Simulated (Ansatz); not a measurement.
Consider the formal exchange of groups at the Si–O bond: `C#C[SiH](Cl)OC` + SiH₄ → `C#C[SiH]([SiH3])Cl` + CH₃OH.

Program: Ansatz. Geometries: PBE0-D4/def2-TZVP. ΔE: electronic, gas phase. CCSD(T)/CBS is the MP2 limit (def2-TZVPP, def2-QZVPP) plus CCSD(T) − MP2 in def2-TZVPP, frozen cores. This one scheme is used for every species. Functionals use def2-TZVPP. Each species was taken in one conformer, which may not be the lowest.

CCSD(T)/CBS gives +27.0 kcal/mol.

(1) Another level gave +27.7 kcal/mol. Which?
A. PBE-D4/def2-TZVPP
B. r2SCAN/def2-TZVPP
C. SCS-MP2/def2-TZVPP
D. CCSD(T)/def2-TZVPP

Largest T1 diagnostic among the species: 0.012.

Results:

(1) D. CCSD(T)/def2-TZVPP 27.7, SCS-MP2/def2-TZVPP 29.7, PBE-D4 21.8, r2SCAN 26.2 kcal/mol.

From PBE to PBE0 (25 % exact exchange), in def2-TZVPP and without D4, ΔE moves by +1.4 kcal/mol. In def2-TZVPP, CCSD(T) changes the Hartree–Fock value by −3.8 kcal/mol (the triples alone add −0.4 kcal/mol) and MP2 by −2.3 kcal/mol.
